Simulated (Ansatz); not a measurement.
A run for Ansatz (a quantum-chemistry and plane-wave program): R-CAM-B3LYP/def2-TZVPP on SiH4 (SMILES [SiH4]).

Ansatz 0.2 input:
```yaml
crystal:
  periodic: [false, false, false]
  atoms:
    - {symbol: Si, position_ang: [0.00000000, -0.00000000, -0.00000000]}
    - {symbol: H, position_ang: [0.85467615, 0.85467615, 0.85467615]}
    - {symbol: H, position_ang: [-0.85467615, -0.85467615, 0.85467615]}
    - {symbol: H, position_ang: [-0.85467615, 0.85467615, -0.85467615]}
    - {symbol: H, position_ang: [0.85467615, -0.85467615, -0.85467615]}
basis:
  gaussian:
    orbitals: def2-TZVPP
hamiltonian:
  xc: {name: CAM-B3LYP}
scf: {lower_state_search: off}
```

**Question.** What total energy does the run end on?

**Answer.** -291.8913 hartree.
